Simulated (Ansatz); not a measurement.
Abridged output of a molecular run in Ansatz:

```
Functional definition: HF
  name "HF"
  cite "Fock, Z. Phys. 61, 126 (1930) doi:10.1007/BF01340294"
  parent pbe
  exchange = exact_x
  correlation = 0
1861 factors; integrals over basis functions are off by at most 1.1e-3 eV
mean field evaluation 1: about -25801.4319 eV, gradient 3.8e1 eV
mean field evaluation 2: about -25801.7888 eV, gradient 3.8e1 eV
mean field evaluation 4: about -25806.2671 eV, gradient 4.8e0 eV
mean field evaluation 8: about -25806.3738 eV, gradient 3.3e-1 eV
mean field evaluation 16: about -25806.3749 eV, gradient 2.4e-6 eV
mean field -25806.37494536 eV, -948.3667870530 hartree, gradient 2.4e-6 eV, S^2 0.000000; 0 other end points of the search recorded, 0 dependent functions left out
17 core orbitals not correlated: weight in the atoms' cores, before any rotation towards them, 1.000 or more for the frozen orbitals, at most 0.000 for the correlated occupied ones
reference -25806.37494536 eV, -948.3667870530 hartree; 15, 15 occupied and 296, 296 virtual orbitals, 1861 factors
second order -19.83502691 eV of doubles, -0.00000000 eV of singles
cycle   1  -21.09881116 eV  change    -1.3e0 eV  update   1.1e-1
cycle   2  -21.74710896 eV  change   -6.5e-1 eV  update   3.5e-2
cycle   3  -21.84068540 eV  change   -9.4e-2 eV  update   1.6e-2
cycle   4  -21.83011990 eV  change    1.1e-2 eV  update   4.8e-3
cycle   5  -21.82853542 eV  change    1.6e-3 eV  update   2.3e-3
cycle   6  -21.82830537 eV  change    2.3e-4 eV  update   8.5e-4
cycle   7  -21.82820715 eV  change    9.8e-5 eV  update   3.5e-4
cycle   8  -21.82835235 eV  change   -1.5e-4 eV  update   1.4e-4
cycle   9  -21.82835268 eV  change   -3.3e-7 eV  update   4.9e-5
cycle  10  -21.82832058 eV  change    3.2e-5 eV  update   2.1e-5
perturbative correction -0.92561980 eV, -0.0340159003 hartree
Total energy: -25829.12888575 eV, -949.2029789388 hartree
```

Its atoms:

```xyz
15

C    -1.1147   -0.4340   -1.7474
Si   -1.3922   -0.6505    0.0896
C     0.1256   -0.1757    1.0582
Si    1.8035   -1.0299    0.4538
Si    1.0401    1.3479    0.6521
H    -0.9485    0.6140   -2.0078
H    -0.2482   -1.0113   -2.0804
H    -1.9866   -0.7826   -2.3058
H    -2.5608    0.1717    0.5195
H    -1.7233   -2.0753    0.3783
H    -0.0117   -0.2804    2.1358
H     2.5811   -0.6203    1.7039
H     2.2411    0.5927   -0.1397
H     0.5618    2.1990   -0.4625
H     1.6329    2.1349    1.7525
```

**Question.** Which basis set was used?
A. def2-SVP
B. def2-TZVPPD
C. cc-pV(D+d)Z
D. def2-TZVPP

**Answer.** D. It gives 328 functions.

**Question.** Write the keys of the input that set method, charge and spin (a neutral closed shell needs none for the last two).

**Answer.** 
```yaml
correlation: {method: ccsd_t}
```
